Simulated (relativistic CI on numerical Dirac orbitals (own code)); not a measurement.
**Lu2+: resonant inelastic scattering at the L2,3 edge**

Computed with this model: Dirac-Coulomb-Breit CI, KLI orbitals optimised for each configuration, a model potential for QED, valence Slater integrals scaled by 0.9, Kramers-Heisenberg scattering through one core-hole configuration in a parametric crystal field; configurations [Xe] 4f14 5d → [He] 2s2 2p5 3s2 3p6 3d10 4s2 4p6 4d10 4f14 5s2 5p6 5d2; 80 K; core-hole width 5 eV; summed over polarisations. Incident energies are the highest absorption maxima for each field (at most a few, so the weaker spin-orbit partner edge can be absent), on the computed scale of the free ion. Intensities are in per cent of the strongest line above 0.02 eV; levels within 1 cm⁻¹ are merged; final levels count from the ground level, the first row holds all elastic scattering, lines under 0.4 are left out and each table stops after 24 rows. The scale of the Slater integrals is a model choice and moves the terms in proportion. The configuration is assumed, with all valence electrons in the open shell; the free ion's ground configuration is another.

Field parameters in Wybourne normalisation: Td as Oh with Dq negative (B⁴₀ = 21Dq, B⁴₄ = √(5/14) B⁴₀). The field is a parameter set, without covalency.

S is read from ⟨S²⟩ = S(S + 1).

Td, 10Dq = -2450 cm⁻¹:

```
Final level (eV)  Degeneracy  Irrep     S  9245.3 eV  10350.5 eV
           0.000           4     Γ8  0.50     2952.0       497.6
           0.358           4     Γ8  0.50      100.0        45.1
           0.461           2     Γ7  0.50       41.2         0.9
```

Td, 10Dq = -5550 cm⁻¹:

```csv
Final level (eV),Degeneracy,Irrep,S,9245.4 eV,10350.6 eV
0.000,4,Γ8,0.50,2574.6,448.0
0.685,4,Γ8,0.50,100.0,57.1
0.817,2,Γ7,0.50,55.0,1.1
```

For the first field the strongest loss at the lowest incident energy is the level at 0.36 eV (S = 0.50, against 0.50 in the thermal ground state).
